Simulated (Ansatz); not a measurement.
The inner images of a band of Cl2FH4NOZr (10 atoms, charge 0, multiplicity 1) are given out of order.

All numbers below come from RKS B3LYP-D4/def2-SVP in Ansatz.

Image 0:

```xyz
10
Properties=species:S:1:pos:R:3
Zr 0.101 0.123 0.556
N -0.372 -0.606 2.366
H -1.281 -0.506 2.818
H 0.218 -1.228 2.918
F 1.991 -0.301 0.601
Cl -1.631 1.837 0.406
Cl -0.622 -1.361 -1.159
O 1.247 2.126 0.548
H 2.185 2.205 0.777
H 0.781 2.967 0.670
```

Image 8:

```xyz
10
Properties=species:S:1:pos:R:3
Zr 0.318 0.506 0.039
N -0.293 0.203 2.401
H -1.255 0.487 2.598
H -0.187 -0.765 2.709
F 0.842 0.779 -1.781
Cl -1.871 1.488 -0.056
Cl 0.576 -1.879 0.142
O 1.706 1.566 0.880
H 2.459 2.093 0.589
H 0.323 0.779 2.979
```

Question: Put them in order from the first end to the last, with their energies above the first end.
A.
```xyz
10
Properties=species:S:1:pos:R:3
Zr 0.043 0.215 0.200
N -0.251 -0.169 2.189
H -1.145 0.008 2.653
H 0.229 -0.906 2.706
F 1.880 0.094 -0.362
Cl -1.522 1.773 -0.677
Cl -0.707 -1.824 -0.773
O 1.080 2.106 1.276
H 2.030 2.206 1.110
H 0.981 1.753 2.179
```
B.
```xyz
10
Properties=species:S:1:pos:R:3
Zr 0.303 0.518 0.034
N -0.276 0.189 2.386
H -1.269 0.156 2.624
H 0.136 -0.691 2.705
F 1.146 0.689 -1.676
Cl -1.747 1.698 -0.253
Cl 0.141 -1.886 0.067
O 1.651 1.544 1.002
H 2.378 2.095 0.689
H 0.156 0.944 2.922
```
C.
```xyz
10
Properties=species:S:1:pos:R:3
Zr 0.036 0.144 0.295
N -0.282 -0.319 2.235
H -1.200 -0.264 2.680
H 0.338 -0.861 2.836
F 1.905 -0.033 -0.168
Cl -1.625 1.721 -0.395
Cl -0.744 -1.783 -0.874
O 1.161 2.127 1.011
H 2.121 1.994 1.027
H 0.908 2.531 1.853
```
D.
```xyz
10
Properties=species:S:1:pos:R:3
Zr 0.067 0.100 0.406
N -0.284 -0.463 2.303
H -1.179 -0.359 2.781
H 0.339 -1.029 2.879
F 1.951 -0.244 0.145
Cl -1.612 1.786 -0.042
Cl -0.780 -1.630 -1.003
O 1.206 2.104 0.808
H 2.136 2.091 1.077
H 0.774 2.901 1.145
```
E.
```xyz
10
Properties=species:S:1:pos:R:3
Zr 0.258 0.515 0.043
N -0.172 0.061 2.312
H -1.124 0.150 2.668
H 0.215 -0.814 2.669
F 1.778 0.285 -1.082
Cl -1.492 1.837 -0.852
Cl -0.570 -1.748 -0.246
O 1.253 1.791 1.226
H 2.058 2.315 1.170
H 0.415 0.865 2.592
```
F.
```xyz
10
Properties=species:S:1:pos:R:3
Zr 0.290 0.531 0.039
N -0.229 0.121 2.364
H -1.204 0.146 2.667
H 0.151 -0.779 2.667
F 1.515 0.488 -1.429
Cl -1.605 1.805 -0.605
Cl -0.254 -1.828 -0.029
O 1.473 1.667 1.133
H 2.193 2.243 0.851
H 0.289 0.862 2.843
```
G.
```xyz
10
Properties=species:S:1:pos:R:3
Zr 0.147 0.373 0.083
N -0.178 0.038 2.226
H -1.130 0.157 2.581
H 0.174 -0.829 2.637
F 1.848 0.252 -0.777
Cl -1.436 1.829 -0.890
Cl -0.635 -1.803 -0.481
O 1.124 1.850 1.418
H 2.016 2.209 1.505
H 0.689 1.182 2.198
```

Answer: D (+0.02 eV), C (+0.09 eV), A (+0.14 eV), G (+0.33 eV), E (-0.59 eV), F (-0.84 eV), B (-0.98 eV).

Time of the run: 5.5 min on 4 threads of Arm Neoverse V1, with other jobs on the host, peak memory 0.36 GiB.
